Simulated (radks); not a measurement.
Results of a calculation; reference values are marked as such.
Q: Mean orbital radii <r> (bohr) of neutral rhenium, [Xe] 4f14 5d5 6s2, of relativity; Dirac values are averaged over j with weights 2j + 1. Spin-unpolarised spherical Kohn-Sham, PBE, point nucleus unless stated (finite: rms radius 5.3698 fm), a radial shooting solver on a logarithmic mesh with Libxc functionals. A level marked "c x" has the speed of light scaled by that factor and shares open shells by 2j + 1; other Dirac levels either fill j = l - 1/2 first or share by 2j + 1.

| shell | non-rel. |
|---|---|
| 2p | 0.07211 |
| 3s | 0.2163 |
| 3p | 0.2064 |
| 3d | 0.1809 |
| 4s | 0.4811 |
| 4p | 0.4876 |
| 4d | 0.5023 |
| 5s | 1.137 |
| 4f | 0.5636 |
| 5p | 1.254 |
| 5d | 1.853 |
| 6s | 3.431 |

Give the values at the level "Dirac, low j first".

A: 
shell  Dirac, low j first  change of magnitude (%)
2p                0.06785                    -5.91
3s                 0.1969                    -8.97
3p                 0.1969                    -4.60
3d                 0.1792                    -0.89
4s                 0.4404                    -8.47
4p                 0.4673                    -4.17
4d                 0.5002                    -0.41
5s                  1.037                    -8.79
4f                 0.5814                    +3.14
5p                  1.207                    -3.73
5d                  1.952                    +5.38
6s                  3.088                   -10.00
